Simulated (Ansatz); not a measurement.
Cost and result for the atomization energy of C2H6OSn, SMILES `[CH3][SnH]1[CH2][O]1` (10 atoms, 10 bonds).

Z-matrix (Å, degrees):
```
C
Sn 1 2.142
H 1 1.090 2 108.8
H 1 1.089 2 109.2 3 119.8
H 1 1.090 2 109.9 3 -120.1
C 2 2.178 1 116.8 3 -88.5
O 2 2.163 1 98.7 3 -56.2
H 2 1.716 1 110.9 3 46.0
H 6 1.097 2 112.1 1 -49.3
H 6 1.096 2 112.8 1 -179.9
```

Charge 0, multiplicity 1. Correlated methods include outer-core shells of Sn, which these sets cover unevenly. Sn: def2 effective core potential. The structure was optimised at the PBE0-D4/def2-TZVP level. Program: Ansatz. All runs use 4 threads of an Arm Neoverse V1 on a shared host. Times are those of one run each, without the atoms' runs, and a repeat can differ threefold. Electronic energies, without spin–orbit coupling; frozen cores. CCSD(T)/CBS adds CCSD(T) − MP2 in def2-TZVPP to the MP2 limit, and its time is that of the two runs behind it. T1 = 0.017; the RHF reference is unstable towards UHF. With those shells the extrapolation isn't a true limit. B3LYP takes the VWN-RPA correlation (the form of Gaussian; ORCA's B3LYP/G).

CCSD(T)/CBS is a level of theory with its own doubt, some kJ/mol a heavy atom from the limit and from the frozen cores, so smaller differences don't rank the functionals.

| level | functions | wall time | atomization (kcal/mol) | difference from CCSD(T)/CBS | per bond |
| --- | --- | --- | --- | --- | --- |
| PBE-D4/def2-TZVPP (with forces) | 227 | 2.2 s | 830.6 | 15.3 | 1.5 |
| PBE0-D4/def2-TZVPP | 227 | 2.3 s | 809.3 | -6.0 | -0.6 |
| B3LYP-D4/def2-TZVPP (with forces) | 227 | 3.6 s | 809.1 | -6.2 | -0.6 |
| r2SCAN-D4/def2-TZVPP (with forces) | 227 | 3.9 s | 814.8 | -0.5 | -0.1 |
| B2PLYP/def2-TZVPP | 227 | 5.5 s | 801.0 | -14.3 | -1.4 |
| ωB97X-V/def2-TZVPP | 227 | 7 s | 809.4 | -5.9 | -0.6 |
| ωB97M-V/def2-TZVPP (with forces) | 227 | 10 s | 807.9 | -7.4 | -0.7 |
| MP2/def2-QZVPP | 433 | 19 s | 814.6 | -0.7 | -0.1 |
| CCSD(T)/def2-TZVPP | 227 | 2.5 min | 792.1 | -23.2 | -2.3 |
| CCSD(T)/CBS(def2) | – | 2.8 min | 815.3 | 0.0 | 0.0 |

From PBE to PBE0 (25 % exact exchange), in def2-TZVPP and without D4, the atomization energy moves by −20.7 kcal/mol: exact exchange takes away binding that semilocal exchange gives to molecules. The D4 term adds +6.9 kcal/mol with B3LYP and +3.6 kcal/mol with PBE0; it sums over pairs of atoms, weighted by their polarisabilities, and B3LYP, whose exchange is more repulsive, gets the larger term. In def2-TZVPP, CCSD(T) changes the Hartree–Fock value by +236.4 kcal/mol (the triples alone add +16.7 kcal/mol) and MP2 by +245.0 kcal/mol; breaking electron pairs costs correlation energy, which Hartree–Fock lacks.

Spin–orbit coupling would lower the free Sn atoms strongly, and the atomization energy with them, by more than many differences here. For some Ge, Se and Sn compounds the MP2-based and the directly extrapolated limit differ by 10 to 25 kJ/mol.
